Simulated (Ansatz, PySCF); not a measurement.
Te(Br)(SiH3) (BrH3SiTe), SMILES Br[Te][SiH3]. Atoms are numbered in the order given.

```xyz
6

Te     0.7505     0.5612     0.0000
Br    -0.4142    -1.6828     0.0000
Si    -1.4401     1.7829     0.0000
H     -1.0712     3.2309     0.0000
H     -2.2168     1.4397    -1.2242
H     -2.2168     1.4397     1.2242
```
Charge 0, spin multiplicity 1.

The structure is a stationary point at PBE0-D3(BJ)/def2-SVP. The structure was generated by enumeration, and PubChem lists no compound with its InChIKey, so it may never have been made. The def2 effective core potentials stand for the cores of Te; spin–orbit coupling is left out.

Two levels are set side by side: PBE-D3(BJ)/def2-SVP (Ansatz, a quantum-chemistry and plane-wave program) and PBE0-D3(BJ)/def2-SVP (Ansatz). Each level has its own optimised geometry; the coordinates shown are those of the second. Frequencies come from the Hessian of PySCF at each geometry. Differences are taken from unrounded values.

```tsv
quantity	PBE0-D3(BJ)
mean bond length (Å)	1.902
bond Te1–Br2 (Å)	2.528
bond Te1–Si3 (Å)	2.508
bond Si3–H4 (Å)	1.494
bond Si3–H5 (Å)	1.490
bond Si3–H6 (Å)	1.490
highest harmonic wavenumber (cm⁻¹)	2260
mean harmonic wavenumber (cm⁻¹)	946
zero-point energy (kcal/mol)	16.23
```

**Question.** What does PBE-D3(BJ) give, and how far is it from PBE0-D3(BJ)? (Estimate from the structure and the level; the computed values follow.)

**Answer.** 
```json
[
 {"quantity": "mean bond length (Å)", "PBE-D3(BJ)": "1.917", "PBE-D3(BJ) minus PBE0-D3(BJ)": "0.015"},
 {"quantity": "bond Te1–Br2 (Å)", "PBE-D3(BJ)": "2.555", "PBE-D3(BJ) minus PBE0-D3(BJ)": "0.026"},
 {"quantity": "bond Te1–Si3 (Å)", "PBE-D3(BJ)": "2.525", "PBE-D3(BJ) minus PBE0-D3(BJ)": "0.017"},
 {"quantity": "bond Si3–H4 (Å)", "PBE-D3(BJ)": "1.506", "PBE-D3(BJ) minus PBE0-D3(BJ)": "0.011"},
 {"quantity": "bond Si3–H5 (Å)", "PBE-D3(BJ)": "1.501", "PBE-D3(BJ) minus PBE0-D3(BJ)": "0.011"},
 {"quantity": "bond Si3–H6 (Å)", "PBE-D3(BJ)": "1.501", "PBE-D3(BJ) minus PBE0-D3(BJ)": "0.011"},
 {"quantity": "highest harmonic wavenumber (cm⁻¹)", "PBE-D3(BJ)": "2187", "PBE-D3(BJ) minus PBE0-D3(BJ)": "-73"},
 {"quantity": "mean harmonic wavenumber (cm⁻¹)", "PBE-D3(BJ)": "912", "PBE-D3(BJ) minus PBE0-D3(BJ)": "-34"},
 {"quantity": "zero-point energy (kcal/mol)", "PBE-D3(BJ)": "15.64", "PBE-D3(BJ) minus PBE0-D3(BJ)": "-0.59"}
]
```

Exact exchange shortens and stiffens bonds; PBE has none. Differences between two approximate levels are no errors against the true value.
